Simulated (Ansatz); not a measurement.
# What each rung costs, and what it gives

The pair of C2H4 (SMILES C=C, atoms 1–6) and H2Te (SMILES [TeH2], atoms 7–9), both closed shells, in one local arrangement (a lower one may exist), relaxed at PBE0-D4/def2-TZVP:

```xyz
9
angstrom
C -0.0879 0.8392 -1.1919
C 0.0781 -0.4616 -1.3825
H -1.0665 1.3033 -1.2480
H 0.7483 1.4950 -0.9743
H 1.0571 -0.9256 -1.3291
H -0.7578 -1.1167 -1.6026
Te -0.6033 -0.3931 2.0933
H 1.0191 -0.1357 1.9065
H -0.3871 -0.6050 3.7284
```

Interaction energies are counterpoise-corrected; the time is that of the whole pair.

Program: Ansatz 0.2.0. Basis: as named in each row. Cores are frozen in the correlated methods. Filled d shells of the heavier atoms are correlated. Core potentials replace the inner electrons of the atoms past krypton. The def2 sets are not built for correlating such inner shells, so the correlated values are less sure here. B3LYP uses VWN-RPA correlation. Extrapolation: Hartree–Fock as exp(−7.88 √X), correlation as X^−2.97.

Times are rough, for one single point on 4 threads of a shared host (Arm Neoverse V1).

The estimate by CCSD(T) at an estimated basis limit (MP2 extrapolated from triple and quadruple zeta, plus CCSD(T) − MP2 in triple zeta) is -0.091 eV.

```
   method        basis  time (s)  interaction energy (eV)  method less estimate
    SPW92     def2-SVP   under 1                   -0.161                -0.070
   PBE-D4     def2-SVP   under 1                   -0.125                -0.034
  PBE0-D4     def2-SVP   under 1                   -0.115                -0.024
   PBE-D4  def2-TZVPPD         2                   -0.126                -0.034
revPBE-D4  def2-TZVPPD         2                   -0.126                -0.035
  BLYP-D4  def2-TZVPPD         2                   -0.119                -0.027
  PBE0-D4  def2-TZVPPD         2                   -0.115                -0.024
 B3LYP-D4  def2-TZVPPD         2                   -0.114                -0.023
 HSE06-D4  def2-TZVPPD         2                   -0.114                -0.023
  CCSD(T)     def2-SVP         2                   -0.008                 0.083
  wB97M-V     def2-SVP         2                   -0.091                 0.000
r2SCAN-D4  def2-TZVPPD         3                   -0.101                -0.010
   B2PLYP  def2-TZVPPD         5                   -0.035                 0.056
  wB97X-V  def2-TZVPPD         6                   -0.091                 0.001
  wB97M-V  def2-TZVPPD         7                   -0.096                -0.005
   B97M-V  def2-TZVPPD         8                   -0.105                -0.013
      MP2  def2-QZVPPD        17                   -0.110                -0.019
  CCSD(T)  def2-TZVPPD       120                   -0.069                 0.022
```

The T1 diagnostic stays at or below 0.011.
